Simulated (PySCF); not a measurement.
Ligand exchange on a metal centre used in film growth or etching (Ti F-H). Gas-phase values, no solvent.

The charge on the central atom (Mulliken) from two functionals at the same geometries (BP86-D3(BJ)/def2-SVP), both in PySCF: PBE-D3(BJ)/def2-TZVP and B3LYP-D3(BJ)/def2-TZVP. B3LYP has the VWN-RPA correlation part, as in Gaussian. 

```
species                                PBE-D3(BJ)/def2-TZVP (e)  B3LYP-D3(BJ)/def2-TZVP (e)
-------------------------------------  ------------------------  --------------------------
0 of 4 F replaced by H                                     1.48                        1.67
1 of 4 F replaced by H ([Ti(F)3(H)])                       1.22                        1.37
2 of 4 F replaced by H ([Ti(F)2(H)2])                      0.99                        1.10
3 of 4 F replaced by H ([Ti(F)(H)3])                       0.76                        0.85
4 of 4 F replaced by H                                     0.55                        0.61
```

Over these rows, drawn at random from the members with no instability flagged (it was tested for open shells, ions and some series alone), PBE minus B3LYP-D3(BJ): mean -0.12 e, from -0.18 e to -0.06 e.
